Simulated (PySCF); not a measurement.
Stationary points of SeBr₃⁺

Level of theory: PySCF, B3LYP, basis Se def2-SVP, Br def2-SVP (no relativity, density fitting).

Relaxations began from a few typed shapes. The search is not exhaustive: other isomers or separated fragments can lie lower, and high-lying points may rest on an excited occupation.

Order these stationary points by electronic energy, lowest first, in kJ/mol from the lowest minimum.
A. singlet C2v: Se–Br 2.301 Å, Se–Br 2.455 Å (×2); Br–Se–Br 100.1° (×2), Br–Se–Br 159.8°
B. singlet C3v: Se–Br 2.317 Å (×3); Br–Se–Br 103.8° (×3)

B (0.0), A (146.9).

Which of them are minima?

By energy in kJ/mol, 0.0: minimum; 146.9: saddle point, 1 imaginary mode.

Counting electrons, selenium keeps 2 of its valence electrons outside its bonds, so the VSEPR class is AX3E1 and the expected shape is trigonal pyramidal (C3v), as computed.
